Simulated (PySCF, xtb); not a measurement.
ZrF4, SMILES [F][Zr]([F])([F])[F], multiplicity 1.

xtb with GFN2-xTB at its own geometry gives an orbital gap of 6.15 eV and a dipole moment of 0.00 D.

The structure is a stationary point at B3LYP-D3(BJ)/def2-SVP. The multiplicity is an assumed one; other spin states were not compared. The isomer is the one that the SMILES or the coordinates give; other isomers of the formula were not compared. The def2 effective core potentials stand for the cores of Zr; spin–orbit coupling is left out.

Problem. What does PBE/def2-TZVPD in PySCF give? (Estimate from the structure and the level; the computed values follow.)

Solution. gap 7.86 eV (levels -10.18 and -2.32 eV), dipole 0.00 D.
